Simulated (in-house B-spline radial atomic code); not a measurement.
Radial electron density of Yb3+, [Xe] 4f13. Method: scalar-relativistic (X2C) B97-1, spin-polarised, spherical fractional occupations, exact exchange averaged over the configuration, Fermi nucleus of rms radius 5.3108 fm. Calculated with a radial B-spline atomic code at the basis-set limit.

One-electron X2C: radii and densities carry no picture-change correction, so inner-shell <1/r> comes out high (for 1s by about 2 % at Z = 33, 5 % at 54, 10 % at 75, 30 % at 118) and <r> low.

Columns: r (bohr), 4πr²n(r) (electrons per bohr), bar.

```
0.000433    2.946 #
0.000532    3.961 #
0.000655    5.325 ##
0.000806    7.126 ##
0.000991    9.482 ###
 0.00122    12.57 ####
  0.0015    16.53 ######
 0.00185    21.64 ########
 0.00227    27.86 ##########
 0.00279     35.5 ############
 0.00344    44.69 ################
 0.00423    55.01 ###################
 0.00521    66.22 #######################
  0.0064    77.27 ###########################
 0.00788    87.19 ##############################
  0.0097    94.33 #################################
  0.0119     97.3 ##################################
  0.0147    95.55 #################################
  0.0181    90.18 ###############################
  0.0222    84.65 #############################
  0.0273    83.58 #############################
  0.0336    91.04 ################################
  0.0414    106.4 #####################################
  0.0509    121.9 ##########################################
  0.0627    126.6 ############################################
  0.0771    116.2 ########################################
  0.0948    100.5 ###################################
   0.117    96.96 ##################################
   0.144    108.4 ######################################
   0.177    113.6 #######################################
   0.217    94.81 #################################
   0.267    65.23 #######################
   0.329    54.41 ###################
   0.405    62.53 ######################
   0.498    63.56 ######################
   0.613    48.12 #################
   0.754    29.86 ##########
   0.928    19.13 #######
    1.14    13.81 #####
     1.4     9.25 ###
    1.73    4.741 ##
    2.13    1.763 #
    2.62    0.451 
    3.22   0.0745 
    3.96 0.007187 
    4.87 0.0003799
```

On this grid the curve has 4 maxima, near 0.0119, 0.0627, 0.177, 0.498 bohr.

The 5p down radial function P(r) = rR(r), positive near the nucleus:

```json
{"r (bohr)": "0.000806", "P": "0.001287"}
{"r (bohr)": "0.00122", "P": "0.002404"}
{"r (bohr)": "0.00185", "P": "0.004574"}
{"r (bohr)": "0.00279", "P": "0.008717"}
{"r (bohr)": "0.00423", "P": "0.01678"}
{"r (bohr)": "0.0064", "P": "0.03186"}
{"r (bohr)": "0.0097", "P": "0.05903"}
{"r (bohr)": "0.0147", "P": "0.1038"}
{"r (bohr)": "0.0222", "P": "0.1656"}
{"r (bohr)": "0.0336", "P": "0.2247"}
{"r (bohr)": "0.0509", "P": "0.2183"}
{"r (bohr)": "0.0771", "P": "0.05921"}
{"r (bohr)": "0.117", "P": "-0.2253"}
{"r (bohr)": "0.177", "P": "-0.3077"}
{"r (bohr)": "0.267", "P": "0.1054"}
{"r (bohr)": "0.405", "P": "0.4956"}
{"r (bohr)": "0.613", "P": "0.02799"}
{"r (bohr)": "0.928", "P": "-0.7901"}
{"r (bohr)": "1.4", "P": "-0.9323"}
{"r (bohr)": "2.13", "P": "-0.4613"}
{"r (bohr)": "3.22", "P": "-0.09626"}
{"r (bohr)": "4.87", "P": "-0.005945"}
```
